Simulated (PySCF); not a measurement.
**Radial density of He⁺ (helium, charge +1)**

B3LYP, 1s1, 2S determinant. All numbers are calculated (PySCF 2.14, the spin-free X2C one-electron Hamiltonian (Gaussian nucleus), in aug-cc-pVQZ-DK (5s4p3d2f, 46 functions)).

```json
{"r (bohr)": "0.0117", "4πr²ρ (e/bohr)": "0.004257", "4πr²(ρα − ρβ)": "0.0043"}
{"r (bohr)": "0.0197", "4πr²ρ (e/bohr)": "0.01179", "4πr²(ρα − ρβ)": "0.0118"}
{"r (bohr)": "0.0331", "4πr²ρ (e/bohr)": "0.03171", "4πr²(ρα − ρβ)": "0.0317"}
{"r (bohr)": "0.0557", "4πr²ρ (e/bohr)": "0.08120", "4πr²(ρα − ρβ)": "0.0812"}
{"r (bohr)": "0.0938", "4πr²ρ (e/bohr)": "0.1965", "4πr²(ρα − ρβ)": "0.1965"}
{"r (bohr)": "0.158", "4πr²ρ (e/bohr)": "0.4261", "4πr²(ρα − ρβ)": "0.4261"}
{"r (bohr)": "0.265", "4πr²ρ (e/bohr)": "0.7777", "4πr²(ρα − ρβ)": "0.7777"}
{"r (bohr)": "0.446", "4πr²ρ (e/bohr)": "1.057", "4πr²(ρα − ρβ)": "1.0573"}
{"r (bohr)": "0.750", "4πr²ρ (e/bohr)": "0.8851", "4πr²(ρα − ρβ)": "0.8851"}
{"r (bohr)": "1.26", "4πr²ρ (e/bohr)": "0.3292", "4πr²(ρα − ρβ)": "0.3292"}
{"r (bohr)": "2.12", "4πr²ρ (e/bohr)": "0.03371", "4πr²(ρα − ρβ)": "0.0337"}
{"r (bohr)": "3.57", "4πr²ρ (e/bohr)": "0.0003960", "4πr²(ρα − ρβ)": "0.0004"}
```

Densities and radii are taken from the X2C orbitals without a picture-change correction, which distorts them close to the nucleus.

For one electron the Hartree and exchange-correlation energies should cancel; what remains is the self-interaction error.
